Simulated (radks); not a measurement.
Question: Valence configurations of Tl. All-electron calculation, scalar-relativistic Kohn-Sham, LDA (Slater exchange, Perdew-Wang correlation), spin-polarised, spherical densities, finite nucleus; open shells are filled with parallel spins first (spin-orbit coupling, left out, can overturn this in heavy ions); Fermi nuclear charge, rms radius 5.4759 fm. Program: a radial shooting solver on a logarithmic mesh with Libxc functionals. Order these by energy: [Xe] 4f12 5d10 6s1 6p4; [Hg] 6p1; [Xe] 4f13.5 5d10 6s2 6p1.5; [Xe] 4f14 5d10 6s1.5 6p1.5; [Xe] 4f13.5 5d9.5 6s2 6p2; [Xe] 4f12 5d10 6s2 6p3; [Xe] 4f14 5d10 6s1 6p2; [Xe] 4f13.5 5d8.5 6s2 6p3; [Xe] 4f14 5d9.5 6s2 6p1.5; [Xe] 4f13 5d10 6s2 6p2.

Answer: From the lowest, in eV above it: [Hg] 6p1 0.000; [Xe] 4f14 5d10 6s1.5 6p1.5 3.334; [Xe] 4f14 5d10 6s1 6p2 6.515; [Xe] 4f14 5d9.5 6s2 6p1.5 6.703; [Xe] 4f13.5 5d10 6s2 6p1.5 57.848; [Xe] 4f13.5 5d9.5 6s2 6p2 65.612; [Xe] 4f13.5 5d8.5 6s2 6p3 83.047; [Xe] 4f13 5d10 6s2 6p2 119.81; [Xe] 4f12 5d10 6s2 6p3 256.41; [Xe] 4f12 5d10 6s1 6p4 266.03. NIST lists [Hg] 6p1 as the ground configuration; this level of theory agrees among the configurations tried. The energies are those of spherical high-spin densities, not of single terms.
